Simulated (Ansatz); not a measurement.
## Ligand exchange: C3H3F3 + GeH2(CH3)I → C2F3I + GeH2(CH3)2

Species: C3H3F3 `CC(F)=C(F)F`, singlet; GeH2(CH3)I, singlet; C2F3I (trifluoroiodoethylene) `FC(F)=C(F)I`, singlet; GeH2(CH3)2, singlet. The partners trade CH3 for I: C–CH3 and Ge–I bonds give way to C–I and Ge–CH3.

Shapes, held fixed at every level: PBE0-D4/def2-TZVP. Programs: Ansatz 0.2.0. The zero-point and thermal change to 298 K, harmonic and unscaled (PBE0-D4/def2-TZVP), is -5.7 kJ/mol.

```json
{"level": "HF/def2-SVP", "kind": "Hartree–Fock", "ΔH(298 K) (kJ/mol)": "+186.9", "less CCSD(T)/def2-TZVPP": "+49.4", "CPU time (sum over the molecules)": "–"}
{"level": "PBE-D4/def2-TZVPP", "kind": "GGA", "ΔH(298 K) (kJ/mol)": "+135.8", "less CCSD(T)/def2-TZVPP": "-1.7", "CPU time (sum over the molecules)": "26 s"}
{"level": "r2SCAN-D4/def2-TZVPP", "kind": "meta-GGA", "ΔH(298 K) (kJ/mol)": "+143.8", "less CCSD(T)/def2-TZVPP": "+6.3", "CPU time (sum over the molecules)": "51 s"}
{"level": "BHLYP-D4/def2-TZVPP", "kind": "global hybrid", "ΔH(298 K) (kJ/mol)": "+157.3", "less CCSD(T)/def2-TZVPP": "+19.8", "CPU time (sum over the molecules)": "35 s"}
{"level": "PBE0-D4/def2-TZVPP", "kind": "global hybrid", "ΔH(298 K) (kJ/mol)": "+147.2", "less CCSD(T)/def2-TZVPP": "+9.7", "CPU time (sum over the molecules)": "36 s"}
{"level": "wB97M-V/def2-TZVPP", "kind": "range-separated hybrid", "ΔH(298 K) (kJ/mol)": "+144.3", "less CCSD(T)/def2-TZVPP": "+6.8", "CPU time (sum over the molecules)": "2 min"}
{"level": "CCSD(T)/def2-TZVPP", "kind": "coupled cluster or CI", "ΔH(298 K) (kJ/mol)": "+137.5", "less CCSD(T)/def2-TZVPP": "0.0", "CPU time (sum over the molecules)": "20 min"}
```

The highest level, CCSD(T)/def2-TZVPP, gives ΔH(298 K) = +137.5 kJ/mol; the levels span +135.8 to +186.9. The column of differences is taken from that level and isn't an error. No measured value is set beside it here. For atoms past krypton def2 sets carry core potentials with scalar relativity. Relativity is left out for Ge. Outer-core shells of Ge, I are correlated, in sets that cover them unevenly. Times are processor times on shared x86 and Arm servers, and rough.
